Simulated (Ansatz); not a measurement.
Compare A (`C1O[SiH2]C[SiH2]1`) with its isomer B (`C=C[SiH2]O[SiH3]`).

Calculated with Ansatz (gas phase, PBE0-D4/def2-TZVP geometries, no zero-point term in ΔE). CBS: MP2 limit from def2 TZ/QZ plus the TZ coupled-cluster correction, frozen cores. Functionals use def2-TZVPP. B3LYP here is the variant with VWN-RPA as its local correlation; programs differ in this. Each species was taken in one conformer, which may not be the lowest.

Question: Which isomer does CCSD(T)/CBS put lower? Give the gap. (An estimate is asked.)

Answer: The calculation gave: B, by 13.3 kcal/mol.

Question: Give E(B) − E(A) in kcal/mol with PBE-D4, B3LYP-D4, CCSD/def2-TZVPP, ωB97M-V, r2SCAN-D4, LDA (SPW92), CCSD(T)/def2-TZVPP. (Best estimate.)

Answer: Computed: PBE-D4 -6.3, B3LYP-D4 -14.5, CCSD/def2-TZVPP -14.4, ωB97M-V -10.5, r2SCAN-D4 -9.7, LDA (SPW92) -0.2, CCSD(T)/def2-TZVPP -13.4. None reverses the order clearly.

Question: Does the order hold for the free energy at 298.15 K (harmonic terms from PBE0-D4)? (Estimate.)

Answer: Computed: Yes: G(B) − G(A) = -17.9 kcal/mol, for one conformer each. Modes under 60 cm⁻¹, often nearly free rotors, make the harmonic entropy too high.

Largest T1 diagnostic: 0.012.

The D4 term adds +1.2 kcal/mol with B3LYP and +0.5 kcal/mol with PBE0; it sums over pairs of atoms, weighted by their polarisabilities, and B3LYP, whose exchange is more repulsive, gets the larger term. In def2-TZVPP, CCSD(T) changes the Hartree–Fock value by +9.8 kcal/mol (the triples alone add +0.9 kcal/mol) and MP2 by +11.1 kcal/mol.
